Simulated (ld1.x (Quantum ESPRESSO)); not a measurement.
**sulfur: from the effect back to the setting (ultrasoft)**

Base potential:

S, ultrasoft, made with ld1.x (Quantum ESPRESSO) 7.5 (PW91, scalar-relativistic). Core [Ne], reference 3s2 3p3 (charge +1). Waves: 3s (bound): rcut 1.05, rcutus 1.25 bohr; 3s channel at -1.6 Ry: rcut 1.05, rcutus 1.25 bohr; 3p (bound): rcut 1.30, rcutus 1.75 bohr; 3p channel at -0.65 Ry: rcut 1.30, rcutus 1.75 bohr. Local part: all-electron potential smoothed inside 1.50 bohr (lloc = -1). Core correction: a·sin(br)/r model core, default radius (core density twice the valence density). Augmentation charge: PSQ, radius 1.15 bohr.

Cutoffs, loose and tight: the cutoffs (Ry, on a coarse ladder) from which the occupation-weighted sum of valence levels, in a spherical-Bessel basis at the reference potential, stays within 10 and 1 mRy of its value at 400 Ry. They do not see the model core or the augmentation charge, which bear on the density cutoff. Test errors are all-electron minus pseudo excitation energies from the reference, over the configurations 3s2 3p4; 3s2 3p2; 3s2 3p1; 3s0 3p6; 3s1 3p4; 3s2 3p0; 3s1 3p5; variants that change the core or the reference have their own tests.

Only the scale of all radii but the core radius (base = 1) is moved (3 further runs of the sweep failed or gave no value and are left out):

| scale of all radii but the core radius (base = 1) | cutoff, loose | cutoff, tight | bound ghosts | largest test error (meV) |
| --- | --- | --- | --- | --- |
| 0.94 | 25 Ry | 50 Ry | s | +41 |
| 1.13 | 18 Ry | 35 Ry | none | +82 |
| 1.22 | 15 Ry | 25 Ry | none | +110 |
| 1.31 | 12 Ry | 18 Ry | none | test run stopped at test 2 of 7 (negative rho) |

Question: One more run gave cutoff, loose: 21 Ry; cutoff, tight: 40 Ry; bound ghosts: none; largest test error (meV): +59. Which value of the scale of all radii but the core radius (base = 1) was used?

Answer: 1.03. The loose cutoff moves one way along this sweep, from 25 Ry at 0.94 to 12 Ry at 1.31, which places the run between 0.94 and 1.13.
